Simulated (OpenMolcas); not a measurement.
A calculation on Mo2+.

- Program: OpenMolcas 26.06
- Method: SS-CASPT2, IPEA 0.25 Eh, imaginary shift 0.1 Eh (closed shells correlated: 4s 4p)
- Basis: ANO-RCC-VTZP [7s6p4d2f1g]
- Scalar Hamiltonian: DKH2, point nucleus
- Active space: 4 electrons in 5 orbitals (4d)
- State averaging: 2S+1 = 5 even, 5 roots; 2S+1 = 3 even, 45 roots; 2S+1 = 1 even, 50 roots
- Spin-orbit coupling: state interaction with AMFI integrals over the reference wave functions, term energies averaged over their components

Task: Which level of the active space comes out lowest?

Result: 4d⁴ ⁵D₀, with 98 % of that term; it is also the measured ground level.

Task: How high does 4d⁴ ³F₂(1) lie?

Result: 15080 cm⁻¹ above the lowest level; measured 13929 cm⁻¹ above the ground level, so the calculation is off by +8 %.

Task: How high does 4d⁴ ³P₁(1) lie?

Result: 13420 cm⁻¹ above the lowest level; measured 12510 cm⁻¹ above the ground level, so the calculation is off by +7 %.

Task: How high does 4d⁴ ⁵D₂ lie?

Result: 654 cm⁻¹ above the lowest level; measured 668 cm⁻¹ above the ground level, so the calculation is off by -2 %.

Task: The level at 15070 cm⁻¹ has J = 3. What is it made of, and what is its g factor?

Result: 79 % 4d⁴ ³F₃(1), 21 % 4d⁴ ³G; g = 1.016, against 1.084 from Landé's formula for the pure leading term.

Measured values: Sugar and Musgrove, J. Phys. Chem. Ref. Data 17, 155 (1988).

CASPT2 does not keep the components of a term degenerate, so their means are used; among the terms shown or strongly mixed into the levels shown the widest spread is 170 cm-1 (4d⁴ ³F(1)). Levels of configurations with an s electron are missing; early in the row they begin among the upper levels of the d shell and mix with terms of their name. Measured partners are found by configuration, term and J. A level has none where our copy of the source lacks it or the pairing is in doubt (some pairs that miss far off the trend of their configuration count as doubtful), and it then counts in no deviation. Levels of configurations outside the active space are missing.

A number in round brackets counts repeated terms of one configuration in the order of the reference energies.
